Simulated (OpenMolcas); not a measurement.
Potential curves of AsN: spin-free states

Computed with OpenMolcas 26.06: state-averaged CASSCF(8,7) over As 4p, N 2s 2p, XMS-CASPT2 (IPEA 0.25, imaginary shift 0.2 hartree), scalar X2C, ANO-RCC-VTZP, then RASSI spin–orbit state interaction with atomic mean-field integrals. C2 symmetry about the axis (a holds Σ, Δ, Γ; b holds Π, Φ, H; Σ⁺ and Σ⁻ are not told apart); roots by multiplicity and irrep: 1a 4, 3a 4, 3b 2, 1b 2, 5a 1.

XMS-CASPT2 energies in eV from the lowest point. Curves are followed by energy order within each symmetry, so they are adiabatic and may change character at avoided crossings; Σ⁺ and Σ⁻ are counted together.

| R (Å) | (1)1Σ | (1)3Σ | (1)3Δ | (1)3Π | (1)5Σ | (2)1Σ | (1)1Π |
| --- | --- | --- | --- | --- | --- | --- | --- |
| 1.382 | 2.550 | 7.517 | 8.305 | 6.972 | 12.961 | 8.958 | 7.760 |
| 1.462 | 0.996 | 5.282 | 6.102 | 5.229 | 9.931 | 6.776 | 6.020 |
| 1.535 | 0.279 | 4.007 | 4.858 | 4.334 | 8.009 | 5.554 | 5.118 |
| 1.607 | 0.000 | 3.220 | 4.102 | 3.867 | 6.663 | 4.824 | 4.652 |
| 1.687 | 0.032 | 2.743 | 3.661 | 3.704 | 5.636 | 4.415 | 4.465 |
| 1.768 | 0.291 | 2.551 | 3.506 | 3.796 | 4.968 | 4.295 | 4.515 |
| 1.880 | 0.860 | 2.578 | 3.587 | 4.135 | 4.438 | 4.431 | 4.809 |
| 2.025 | 1.709 | 2.877 | 3.957 | 4.710 | 4.193 | 4.889 | 5.364 |

Q: With masses 74.922 and 14.003 u, fit the curves (1)1Σ, (1)3Σ, (1)3Δ, (2)1Σ, (1)1Π near their minima.

A: At XMS-CASPT2, Te from the lowest curve (the fit fixes ωe to a per cent or two; the method's Re and ωe can be off by some per cent):

```csv
curve,Te (cm⁻¹),Re (Å),ωe (cm⁻¹)
(1)1Σ,0,1.637,1041.7
(1)3Σ,20580,1.810,719.6
(1)3Δ,28410,1.790,764.8
(2)1Σ,34820,1.773,809.6
(1)1Π,36160,1.706,854.6
```

The 7 lowest clean curves are shown; the next is (1)1Δ, from 4.71 eV. Left out for impure symmetry, kinks or missing points, though low: (2)3Σ. Only roots inside an energy window near the equilibrium distance were included, so the list of states is not complete; labels number the states computed. Each spin and symmetry block has orbitals of its own, averaged over its own roots, so gaps between blocks are less sure than gaps within one and near the minimum can be off by tenths of an eV, in bad cases by more. No Rydberg orbitals are active, so Rydberg states, and σ→σ* states whose orbital the CASSCF left unused, can be missing between those listed. CASPT2 splits the two components of degenerate states numerically, here by up to 199 cm⁻¹. No roots were computed in block 5b (none fell in the window or the block failed), so states of that kind are missing and can lie low or lowest. Points that failed a check (symmetry, reference weights, a jump) are left out.
